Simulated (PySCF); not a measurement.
Si(AsH2)2(H)2 (As₂H₆Si), SMILES [AsH2][SiH2][AsH2]. Atoms are numbered in the order given.

```xyz
9

Si     0.0000     0.0000     1.0297
As     2.0022     0.0000    -0.2075
As    -2.0022     0.0000    -0.2075
H      0.0000    -1.2098     1.9040
H      0.0000     1.2098     1.9040
H      1.5098     1.1013    -1.1319
H      1.5098    -1.1013    -1.1319
H     -1.5098    -1.1013    -1.1319
H     -1.5098     1.1013    -1.1319
```

Geometry optimised at ωB97X-D3(BJ)/def2-SVP. This is a generated structure with no PubChem entry under its InChIKey; it may be hypothetical.

Computed with PySCF with PBE0/def2-TZVP.

Symmetry labels are those of the subgroup C2v that the program uses (full group C2v).

Problem. List the valence orbital energies around the gap with their symmetry. (The exact figures need the calculation; the answer reports its results.)

Solution. 
| orbital | symmetry | energy (eV) |
|---|---|---|
| HOMO−7 | A1 | -14.15 |
| HOMO−6 | B2 | -11.04 |
| HOMO−5 | A2 | -10.34 |
| HOMO−4 | B2 | -9.61 |
| HOMO−3 | B1 | -9.40 |
| HOMO−2 | A1 | -8.72 |
| HOMO−1 | A1 | -8.54 |
| HOMO | B1 | -6.89 |
| LUMO | A1 | -0.38 |
| LUMO+1 | B2 | 0.26 |
| LUMO+2 | B1 | 0.40 |
| LUMO+3 | A1 | 0.52 |
